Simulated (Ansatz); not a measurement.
Isolated molecules relaxed with PBE0-D4/def2-TZVP in Ansatz; ΔE leaves out vibrations. CCSD(T)/CBS adds triple-zeta CCSD(T) − MP2 to the extrapolated MP2 energy (def2 sets, frozen cores). This one scheme is used for every species. DFT in def2-TZVPP.

Consider the hydrogenolysis of the Si–F bond: `F[Si](F)(F)[SiH3]` + H₂ → `F[SiH](F)[SiH3]` + H–F.

```csv
level,ΔE (kJ/mol)
PBE-D4,135.6
RPA@PBE/def2-TZVPP,137.2
SCS-MP2/def2-TZVPP,142.9
MP2/def2-QZVPP,145.5
```

Q: What does CCSD(T)/CBS give? (Estimate.)

A: Computed: +141.2 kJ/mol. The listed levels differ from it by -5.6, -4.0, 1.7, 4.3 kJ/mol.

Q: What do rigid-rotor, harmonic-oscillator terms from PBE0-D4/def2-TZVP frequencies (298.15 K, 1 bar) make of the CCSD(T)/CBS value? (Best estimate.)

A: Computed: ΔZPE = +11.9 kJ/mol, ΔH = +151.1 kJ/mol, ΔS = 34 J/(mol·K), ΔG = +140.9 kJ/mol.

Largest T1 diagnostic among the species: 0.013.

From r2SCAN to r2SCAN0 (25 % exact exchange), in def2-TZVPP and without D4, ΔE moves by −3.9 kJ/mol. Leaving LDA and LC-ωPBE aside and taking each functional with its dispersion term where it has one, the values, not all of them listed here, spread over 15.8 kJ/mol, from HSE06-D4 to r2SCAN-D4. LDA lies +5.2 kJ/mol from PBE without D4. The D4 term adds +3.1 kJ/mol with B3LYP and +1.6 kJ/mol with PBE0; it sums over pairs of atoms, weighted by their polarisabilities, and B3LYP, whose exchange is more repulsive, gets the larger term.

B3LYP here is the variant with VWN-RPA as its local correlation; programs differ in this.
